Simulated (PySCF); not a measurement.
Field gradients at the hydrogen positions

Compound: C3H11PSi2.
Z-matrix (Å and degrees, PBE0-D3(BJ)/def2-SVP geometry), rows numbered from 1:
```
C 
C   1  1.3361
C   2  1.4936  1  125.44
Si  3  1.9015  2  110.44  1   102.70
Si  4  2.3464  3  108.32  2   -59.26
P   5  2.2754  4  106.24  3   -46.15
H   1  1.0950  2  121.51  3     2.20
H   1  1.0928  2  121.18  3  -177.49
H   2  1.0978  1  118.56  3   177.00
H   3  1.1031  2  111.57  1  -136.79
H   3  1.1027  2  111.04  1   -16.81
H   4  1.4990  3  110.51  2  -179.04
H   4  1.4979  3  110.17  2    61.63
H   5  1.4977  4  110.95  3  -168.69
H   5  1.4945  4  111.14  3    70.75
H   6  1.4289  5   95.25  4  -166.04
H   6  1.4298  5   93.39  4   -72.07
```

Level: PBE0/pcSseg-1 (PySCF, non-relativistic); Q(2H) = 0.00286 b; rigid geometry, the same for H and D, with no vibrational averaging.

**Question.** Rank these positions by the coupling χzz of a deuteron there, largest first.
A. H8 (vinylic hydrogen)
B. H15 (Si–H hydrogen)
C. H16 (P–H hydrogen)
D. H11 (methylene hydrogen)
E. H9 (vinylic hydrogen)

**Answer.** A (207 kHz), E (199 kHz), D (194 kHz), C (115 kHz), B (96 kHz).

**Question.** What are Vzz, η and χzz (234.96 MHz × Q × Vzz) at all hydrogens?

**Answer.** 
| atom | bonded to | bond length (Å) | Vzz (au) | η | χzz (kHz) |
| --- | --- | --- | --- | --- | --- |
| H7 | C1 | 1.095 | 0.3000 | 0.06 | 202 |
| H8 | C1 | 1.093 | 0.3087 | 0.06 | 207 |
| H9 | C2 | 1.098 | 0.2960 | 0.06 | 199 |
| H10 | C3 | 1.103 | 0.2913 | 0.04 | 196 |
| H11 | C3 | 1.103 | 0.2890 | 0.03 | 194 |
| H12 | Si4 | 1.499 | 0.1392 | 0.02 | 94 |
| H13 | Si4 | 1.498 | 0.1402 | 0.03 | 94 |
| H14 | Si5 | 1.498 | 0.1406 | 0.01 | 94 |
| H15 | Si5 | 1.495 | 0.1431 | 0.03 | 96 |
| H16 | P6 | 1.429 | 0.1713 | 0.08 | 115 |
| H17 | P6 | 1.430 | 0.1696 | 0.09 | 114 |

**Question.** Average by the element that carries the hydrogen.

**Answer.** on C: 200 kHz over 5 positions, mean bond length 1.098 Å; on Si: 95 kHz over 4 positions, mean bond length 1.497 Å; on P: 115 kHz over 2 positions, mean bond length 1.429 Å.

Isolated species at its PBE0-D3(BJ)/def2-SVP geometry (one conformer only). These gradients aren't converged with respect to the basis.

The run behind these numbers computed NMR shieldings as well. The run took 17 s wall on one thread of an x86-64 server (shared host).
